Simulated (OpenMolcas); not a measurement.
# 4f ions of charge +3 along the row

```
Program             : OpenMolcas 26.06
Method              : MS-CASPT2, IPEA 0.25 Eh, imaginary shift 0.1 Eh
Basis               : ANO-R2
Scalar Hamiltonian  : X2C, finite nucleus
Spin-orbit coupling : state interaction with AMFI integrals over the reference wave functions, term energies averaged over their components
```

Active space: the 4f shell; CASPT2 also correlates the outermost closed s and p core shells.

ζ = ±2S·A comes from the whole width of the ground multiplet by E(J) = (A/2) J(J+1), where its levels are at least 85 % pure. Energies in cm-1.

```
 Ion  Configuration  Lowest level  Weight (%)      g  g, pure LS  Next level     E  E measured     ζ  ζ measured
Nd3+            4f³       ⁴I°_9/2          97  0.733       0.727    ⁴I°_11/2  2030        1897   991         921
Pm3+            4f⁴           ⁵I₄          97  0.604       0.599         ⁵I₅  1607              1102            
Sm3+            4f⁵       ⁶H°_5/2          96  0.296       0.284     ⁶H°_7/2  1133              1285            
Eu3+            4f⁶           ⁷F₀          93                            ⁷F₁   427              1590            
Tb3+            4f⁸           ⁷F₆          96  1.494       1.501         ⁷F₅  2120        2052  1683        1615
Dy3+            4f⁹      ⁶H°_15/2          94  1.326       1.334    ⁶H°_13/2  3580              1940            
Ho3+           4f¹⁰           ⁵I₈          94  1.243       1.251         ⁵I₇  5170              2091            
Er3+           4f¹¹      ⁴I°_15/2          97  1.197       1.200    ⁴I°_13/2  6610        6508
```

Measured columns use the levels in the list in Arab et al., J. Quant. Spectrosc. Radiat. Transfer 229, 145 (2019) and Gaigalas et al. (2019), from Wyart et al. (2007) (Nd3+); Martin, Zalubas and Hagan, Atomic Energy Levels: The Rare-Earth Elements, NSRDS-NBS 60 (1978) (Tb3+); the list in Tchang-Brillet, Wyart, Meftah and Ait Mammar, Atoms 6, 52 (2018) (Er3+).

The computed ζ goes from 991 (Nd3+) to 2091 cm-1 (Ho3+), a factor of 2.11, rising at every step. It departs from the measured column by +4 to +8 %.

Term energies are means over components that CASPT2 splits; among the low terms the widest spread is 1000 cm-1 (4f³ ⁴I°, Nd3+). High states are left out of the spin-orbit mixing, which shifts the levels that they would mix with. The CASPT2 spread within a term exceeds the gap to the next term for 4f³ ²K° and 4f³ ⁴G°, 4f³ ⁴D° and 4f³ ²L°, so the order of their levels is uncertain (figures for Nd3+; the like holds for Sm3+, Ho3+, Er3+). Blocks of more than 70 roots (2S+1 = 2 odd) ran without multistate coupling (holds for Nd3+; Er3+). Some levels mix across a computed gap that differs much from the measured one, so their mixing is not that of the real levels (holds for Nd3+; Er3+). Some terms miss by over 15 % even with CASPT2, which points to a basis or an active space too small for the shells correlated (holds for Nd3+). Blocks of more than 70 roots (2S+1 = 3 even, 1 even) ran without multistate coupling (holds for Pm3+; Ho3+). Blocks of more than 70 roots (2S+1 = 4 odd, 2 odd) ran without multistate coupling (holds for Sm3+; Dy3+). Blocks of more than 70 roots (2S+1 = 5 even, 3 even) ran without multistate coupling (holds for Eu3+; Tb3+). Terms from blocks run as CI alone lack orbitals of their own (holds for Eu3+). Measured partners are found by configuration, term and J. A level has none where our copy of the source lacks it or the pairing is in doubt (some pairs that miss far off the trend of their configuration count as doubtful), and it then counts in no deviation. Levels of configurations outside the active space are missing.

° marks odd parity.
